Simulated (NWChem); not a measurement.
System meant: C2H4OS; SMILES SCC=O

The following NWChem deck was run.

```
start job
memory heap 200 mb stack 900 mb global 1100 mb
geometry units angstroms noautoz
  O     -0.394336     2.120983    -0.134618
  C     -0.230362     1.031593     0.338604
  C      0.859514     0.078115    -0.086036
  S      0.179608    -1.545274    -0.550905
  H     -0.905109     0.634205     1.142713
  H      1.604808    -0.036190     0.717810
  H      1.365901     0.487495    -0.971805
  H     -0.041095    -1.991096     0.704981
end
basis spherical
  * library def2-svp
end
dft
  xc b3lyp
  iterations 4
  mulliken
end
task dft energy
```

End of the output:

```
    Atom       Charge   Shell Charges
 -----------   ------   -------------------------------------------------------
    1 O    8     8.12   1.97  0.93  0.64  2.69  1.85  0.03
    2 C    6     5.91   1.96  0.63  0.32  1.79  1.01  0.21
    3 C    6     6.19   1.96  0.63  0.33  1.92  1.27  0.08
    4 S   16    15.82   2.00  1.95  0.98  0.67  5.81  1.90  2.44  0.08
    5 H    1     1.01   0.65  0.30  0.06
    6 H    1     0.96   0.63  0.26  0.07
    7 H    1     0.96   0.63  0.26  0.07
    8 H    1     1.03   0.63  0.32  0.08

 center of mass
 --------------
 x =  -0.03617573 y =   0.01466225 z =  -0.05688489

 moments of inertia (a.u.)
 ------------------
         646.738137613346          -0.000000000000          -0.000000000000
          -0.000000000000          76.144595911855          -0.000000000000
          -0.000000000000          -0.000000000000         667.302343859573

     Multipole analysis of the density
     ---------------------------------

     L   x y z        total         alpha         beta         nuclear
     -   - - -        -----         -----         ----         -------
     0   0 0 0     -0.000000    -20.000000    -20.000000     40.000000

     1   1 0 0      0.331153      0.165577      0.165577      0.000000
     1   0 1 0     -0.628383     -0.314191     -0.314191     -0.000000
     1   0 0 1      0.757635      0.378817      0.378817      0.000000

     2   2 0 0    -22.800694    -27.692359    -27.692359     32.584025
     2   1 1 0      1.003691      0.517427      0.517427     -0.031162
     2   1 0 1     -0.525807      0.965287      0.965287     -2.456380
     2   0 2 0    -28.515257   -172.721920   -172.721920    316.928582
     2   0 1 1     -0.030962      0.926891      0.926891     -1.884744
     2   0 0 2    -21.539895    -21.671449    -21.671449     21.803004

 ------------------------------------------------------------------------
 dft energy failed                                                                                  0
 ------------------------------------------------------------------------
 ------------------------------------------------------------------------
  current input line :
    21: task dft energy
 ------------------------------------------------------------------------
 ------------------------------------------------------------------------
 This type of error is most commonly associated with calculations not reaching convergence criteria
 ------------------------------------------------------------------------
 For more information see the NWChem manual at https://nwchemgit.github.io

0:dft energy failed:Received an Error in Communication
```

Question: What is wrong, and how is it mended?

Answer: Convergence was not reached. Cause: the SCF was allowed too few iterations. This input runs:
```
start job
memory heap 200 mb stack 900 mb global 1100 mb
geometry units angstroms noautoz
  O     -0.394336     2.120983    -0.134618
  C     -0.230362     1.031593     0.338604
  C      0.859514     0.078115    -0.086036
  S      0.179608    -1.545274    -0.550905
  H     -0.905109     0.634205     1.142713
  H      1.604808    -0.036190     0.717810
  H      1.365901     0.487495    -0.971805
  H     -0.041095    -1.991096     0.704981
end
basis spherical
  O library def2-svp
  C library def2-svp
  S library def2-svp
  H library def2-svp
end
dft
  xc b3lyp
  iterations 150
  mulliken
end
task dft energy
```
It converges to -551.79086 Ha (B3LYP/def2-SVP).
